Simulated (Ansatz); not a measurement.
C4H3S (SMILES [c]1ccsc1), doublet, at a GFN2-xTB geometry. Base run: B3LYP/def2-SV(P) (Ansatz, an electronic-structure program).

Input for Ansatz:
Ansatz 0.2 input:
```yaml
crystal:
  periodic: [false, false, false]
  atoms:
    - {symbol: C, position_ang: [0.41047637, -1.39328892, -0.18344938]}
    - {symbol: C, position_ang: [1.23247863, -0.35476814, -0.15707414]}
    - {symbol: S, position_ang: [0.28150493, 1.10974650, 0.08658406]}
    - {symbol: C, position_ang: [-1.17618315, 0.18464828, 0.13407073]}
    - {symbol: C, position_ang: [-0.96017171, -1.14882389, -0.02420000]}
    - {symbol: H, position_ang: [2.29379584, -0.27638475, -0.25285561]}
    - {symbol: H, position_ang: [-2.10966106, 0.69299398, 0.27768379]}
    - {symbol: H, position_ang: [-1.72781451, -1.89915720, -0.02625646]}
basis:
  gaussian:
    orbitals: def2-SV_P_.json
hamiltonian:
  xc: b3lyp
magnetization: {spin_polarized: true, initial_magnetization: 1}
```
The basis file holds def2-SV(P) in the JSON format of the Basis Set Exchange.

Variants of this job, named by their change:

| change | basis functions | E (Eh) |
|---|---|---|
| base | 80 | -552.08386 |
| basis = ANO-RCC-VDZP; relativity = spin-free X2C | 89 | -553.54440 |
| basis = x2c-SVPall; relativity = spin-free X2C; nucleus = Gaussian | 89 | -553.22698 |
| basis = cc-pVTZ-DK; relativity = spin-free X2C; nucleus = Gaussian | 196 | -553.55370 |
| basis = ANO-RCC-VDZP; relativity = spin-free X2C; nucleus = Gaussian | 89 | -553.54403 |
| basis = x2c-SVPall; relativity = spin-free X2C | 89 | -553.22731 |
| basis = cc-pVTZ-DK; relativity = none | 196 | -552.12714 |
| basis = x2c-SVPall; relativity = none | 89 | -551.96757 |
| basis = cc-pVTZ-DK; relativity = spin-free X2C | 196 | -553.55407 |
| basis = ANO-RCC-VDZP; relativity = none | 89 | -552.11521 |

Total energies compare only within one method and basis.

Ansatz warned in this series: the basis is contracted for relativity, which the run leaves out.

Basis sets contracted for a relativistic Hamiltonian are a mismatch without it, so the rows without relativity aren't non-relativistic limits. No row has spin-orbit coupling; sets with core potentials leave out the core electrons.
